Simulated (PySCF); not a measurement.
Species: trisilylarsane, AsH₉Si₃.
Cartesian coordinates in Å at the PBE0-D3(BJ)/def2-SVP level; atoms count from 1:
```
atom  x, y, z in Å
Si1   -0.4938    1.9321   -0.0532
As2   -0.0064   -0.0396   -1.2642
Si3    1.9206   -0.5294    0.0171
Si4   -1.4317   -1.4104    0.0495
H5     0.5003    2.9786   -0.4407
H6    -0.4401    1.7348    1.4286
H7    -1.8650    2.3847   -0.4362
H8     2.9924    0.4447   -0.3517
H9     2.3675   -1.9127   -0.3267
H10    1.6764   -0.4478    1.4908
H11   -0.6271   -2.3359    0.9056
H12   -2.2931   -2.2225   -0.8603
H13   -2.3087   -0.5756    0.9274
```

Method used: TDDFT CAM-B3LYP/def2-SVPD, vertical, gas phase, core orbitals frozen in the response (PySCF 2.14.0, density-fitted response routines). Relativistic effects, spin–orbit coupling among them, are left out although an element past zinc is present.

Each state is given a Gaussian of 0.4 eV full width at half maximum, with ε(max) = 2.175×10⁸ f / Δν̃ (Δν̃ the width in cm⁻¹). The width is an assumption, not a result. The curve ends short of the highest state used, and states not computed would add to its high-energy end.

E (eV), ε (L mol⁻¹ cm⁻¹) and a bar:
```
     5.26          5 
     5.28          7 
     5.31         13 
     5.33         18 
     5.35         27 
     5.38         45 
     5.40         64 
     5.43        103 
     5.45        141 
     5.48        218 #
     5.50        288 #
     5.52        375 #
     5.55        546 ##
     5.57        692 ##
     5.60        965 ###
     5.62       1188 ####
     5.64       1445 #####
     5.67       1901 #######
     5.69       2251 ########
     5.72       2844 ##########
     5.74       3280 ############
     5.77       3984 ##############
     5.79       4478 ################
     5.81       4983 ##################
     5.84       5738 #####################
     5.86       6226 ######################
     5.89       6908 #########################
     5.91       7312 ##########################
     5.93       7665 ###########################
     5.96       8076 #############################
     5.98       8261 ##############################
     6.01       8389 ##############################
     6.03       8372 ##############################
     6.06       8194 #############################
     6.08       7978 #############################
     6.10       7690 ###########################
     6.13       7141 ##########################
     6.15       6712 ########################
     6.18       6000 #####################
     6.20       5497 ####################
     6.22       4984 ##################
     6.25       4220 ###############
     6.27       3728 #############
     6.30       3037 ###########
     6.32       2616 #########
     6.35       2053 #######
     6.37       1727 ######
     6.39       1441 #####
     6.42       1085 ####
     6.44        893 ###
     6.47        670 ##
     6.49        558 ##
     6.51        475 ##
     6.54        396 #
     6.56        373 #
     6.59        382 #
```

Question: Locate the maxima and give the states behind the curve.

Answer: 206 nm (6.02 eV), ε about 8400, made up of S1 (16%), S2 (57%) and S3 (28%) (ε in L mol⁻¹ cm⁻¹; maxima over ε = 5, shares over 10%). At its high-energy end, 6.59 eV, the curve is still rising (ε about 380, from S3, S4, S6 and S8). The states used: S1 5.86 eV (f 0.030); S2 6.00 eV (f 0.071); S3 6.14 eV (f 0.045); S4 6.54 eV (f 0.0012); S5 6.82 eV (f 0.0009); S6 6.93 eV (f 0.0048); S7 7.01 eV (f 0.0064); S8 7.06 eV (f 0.056); S9 7.08 eV (f 0.0012); S10 7.19 eV (f 0.197).

Question: Coming from long wavelengths, where does ε first pass 100 L mol⁻¹ cm⁻¹?

Answer: At about 228 nm (5.43 eV), 0.43 eV below S1.

Question: On this curve, what absorbance would a 10⁻⁴ mol/L sample give at 222 nm over a 1 cm path?

Answer: 222 nm is 5.585 eV, where ε is about 820 L mol⁻¹ cm⁻¹, so A = ε c l ≈ 0.082 (Beer–Lambert, with the gas-phase spectrum and the assumed width).

Question: What would ε be at 6.02 eV, the highest of these maxima, with half the width (0.2 eV)?

Answer: About 12200 L mol⁻¹ cm⁻¹ against 8390, a factor of about 1.5; a lone state at its own centre would give exactly 2.

All these states lie below the vertical ionisation energy of 9.08 eV (ΔSCF).

Time: 70 s wall. Hardware: one thread, x86-64 server, shared host.
